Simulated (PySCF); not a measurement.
## `InChI=1S/C5H9NSi/c6-4-3-5(7)1-2-5/h1-3H2,7H3`

Geometry:
```tsv
atom	x (Å)	y (Å)	z (Å)
N1	-0.648	-3.010	1.005
C2	-0.769	-2.115	0.303
C3	-0.920	-0.971	-0.559
C4	-0.023	0.170	-0.099
Si5	1.836	-0.139	-0.276
C6	-0.556	1.563	-0.306
C7	-0.519	0.979	1.068
H8	-1.974	-0.671	-0.542
H9	-0.664	-1.271	-1.580
H10	2.538	1.060	0.182
H11	2.203	-1.305	0.522
H12	2.112	-0.370	-1.698
H13	-1.517	1.682	-0.786
H14	0.143	2.351	-0.547
H15	-1.453	0.691	1.530
H16	0.203	1.366	1.773
```

Theory: PySCF 2.14.0, GIAO CAM-B3LYP/pcSseg-1 magnetisability, rotational g tensor and spin-rotation constants, non-relativistic, gas phase. Geometry: GFN2-xTB.

(1) Give the nuclear spin-rotation constants along the inertial axes (H = +C I·J) beside the isotropic shieldings.

(2) How do the rotational constants and the g tensor change when H8, H9, H10, H11, H12, H13, H14, H15, H16 are replaced by deuterium?

Answers

(1) Rotational constants 2.8797, 1.7477, 1.3088 GHz. A star marks the isotopologue with that one atom substituted, in its own axes.
| atom | isotope | Caa (kHz) | Cbb (kHz) | Ccc (kHz) | mean (kHz) | σ (ppm) |
| --- | --- | --- | --- | --- | --- | --- |
| N1 | 14N | 0.293 | 0.360 | 0.225 | 0.293 | -36.8 |
| H8 | 1H | -0.354 | 0.044 | -0.154 | -0.155 | 30.5 |
| H9 | 1H | -0.335 | -0.141 | 0.009 | -0.156 | 29.2 |
| H10 | 1H | 0.012 | -0.173 | -0.090 | -0.084 | 28.6 |
| H11 | 1H | -0.056 | -0.107 | -0.076 | -0.080 | 27.3 |
| H12 | 1H | -0.269 | -0.135 | 0.029 | -0.125 | 27.7 |
| H13 | 1H | -0.325 | -0.065 | -0.095 | -0.162 | 31.4 |
| H14 | 1H | -0.009 | -0.172 | -0.151 | -0.111 | 31.1 |
| H15 | 1H | -0.200 | -0.084 | -0.132 | -0.139 | 31.2 |
| H16 | 1H | -0.285 | -0.169 | -0.028 | -0.161 | 31.2 |
| C2 | 13C* | 0.513 | 0.731 | 0.422 | 0.555 | 59.9 |
| C3 | 13C* | 0.414 | 0.275 | 0.218 | 0.302 | 158.8 |
| C4 | 13C* | 0.284 | 0.260 | 0.151 | 0.232 | 182.5 |
| Si5 | 29Si* | -1.707 | -0.902 | -0.792 | -1.134 | 398.4 |
| C6 | 13C* | 0.379 | 0.203 | 0.213 | 0.265 | 171.3 |

For the geometry as given, no vibrational averaging.

(2) Constants 2.3597, 1.5739, 1.1754 GHz; g -0.0042, -0.0157, -0.0126, against -0.0049, -0.0171, -0.0138 before.
